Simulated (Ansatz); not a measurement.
Consider the ligand exchange at the Si–O bond: `[SiH3][O][Sc]([Cl])[Cl]` + `CBN` → `CBN[SiH3]` + `[OH][Sc]([Cl])[Cl]`.

Calculated with Ansatz (gas phase, PBE0-D4/def2-TZVP geometries, no zero-point term in ΔE). CBS: MP2 limit from def2 TZ/QZ plus the TZ coupled-cluster correction, frozen cores. Functionals use def2-TZVPP. For Sc outer-core shells are correlated without core-valence functions, which leaves a few kJ/mol of doubt a bond. Scalar relativity is left out up to krypton. Each species was taken in one conformer, which may not be the lowest.

```csv
level,ΔE (kJ/mol)
BHLYP-D4,75.0
revPBE,71.1
r2SCAN,71.8
r2SCANh,71.7
r2SCAN0,71.6
CCSD(T)/def2-SVP,75.5
CCSD/def2-TZVPP,72.7
HF/CBS(def2),84.6
```

Task: What does CCSD(T)/CBS give? (An estimate is asked.)

Result: Ansatz gave: +72.3 kJ/mol. The listed levels differ from it by 2.7, -1.2, -0.5, -0.6, -0.7, 3.2, 0.4, 12.3 kJ/mol.

Largest T1 diagnostic among the species: 0.015.

At CCSD(T), def2-SVP lies +3.2 kJ/mol from the extrapolated value and def2-TZVPP −0.9 kJ/mol. Leaving LDA and LC-ωPBE aside and taking each functional with its dispersion term where it has one, the values, not all of them listed here, spread over 11.7 kJ/mol, from revPBE-D4 to BHLYP-D4. LDA lies −6.3 kJ/mol from PBE without D4. The D4 term adds −4.3 kJ/mol with B3LYP and −2.1 kJ/mol with PBE0; it sums over pairs of atoms, weighted by their polarisabilities, and B3LYP, whose exchange is more repulsive, gets the larger term.

B3LYP here is the variant with VWN-RPA as its local correlation; programs differ in this.
